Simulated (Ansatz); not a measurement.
System: CH$_{4}$BCl, charge 0, singlet. CH4BCl (SMILES CBCl).
B3LYP-D3(BJ)/def2-TZVP minimum from Ansatz (a quantum-chemistry and plane-wave program):
```xyz
7

B     -0.6838    -0.3185    -0.0982
H     -1.3766    -1.2353     0.2080
Cl     0.9184    -0.3002     0.6289
C     -1.1493     0.7937    -1.0725
H     -2.0642     1.2566    -0.6841
H     -1.4447     0.3403    -2.0260
H     -0.4125     1.5726    -1.2642
```

Wanted: atomisation energy (electronic, to ground-state atoms), in kJ/mol. UHF or UKS for unpaired electrons; spin-orbit terms are left out. CBS(X,Y): correlation extrapolated as X^-3, Hartree-Fock from the larger set. A bracket is a step between two methods taken in the basis named. Functionals run without relativity, which enters their misses. 'core' is core correlation in cc-pwCVTZ (1s frozen past Ne), 'X2C' scalar relativity in cc-pVTZ-DK, both at CCSD(T). Where a partner has so few electrons that a lower coupled-cluster level is exact, that level stands in.

CCSD(T)/CBS(cc-pV(T+d)Z,cc-pV(Q+d)Z) + [CCSDT(Q) - CCSD(T)]/cc-pV(D+d)Z + core + X2C (Ansatz) gives 2543.4 kJ/mol.

Problem. How far off this value is PBE/def2-TZVPD (Ansatz), in which direction, and which of these levels come nearer: r2SCAN/def2-TZVPD, B3LYP/def2-TZVPD, PBE0/def2-TZVPD, wB97M-V/def2-TZVPD, CCSD(T)/CBS(cc-pV(T+d)Z,cc-pV(Q+d)Z) + core + X2C?

Solution. PBE gives 2569.6 kJ/mol, 26.2 kJ/mol above it. Differences of the others: r2SCAN/def2-TZVPD (Ansatz) 14.4; B3LYP/def2-TZVPD (Ansatz) -16.4; PBE0/def2-TZVPD (Ansatz) 6.1; wB97M-V/def2-TZVPD (Ansatz) 8.6; CCSD(T)/CBS(cc-pV(T+d)Z,cc-pV(Q+d)Z) + core + X2C (Ansatz) -1.2 kJ/mol. Nearer than PBE: r2SCAN/def2-TZVPD, B3LYP/def2-TZVPD, PBE0/def2-TZVPD, wB97M-V/def2-TZVPD, CCSD(T)/CBS(cc-pV(T+d)Z,cc-pV(Q+d)Z) + core + X2C.
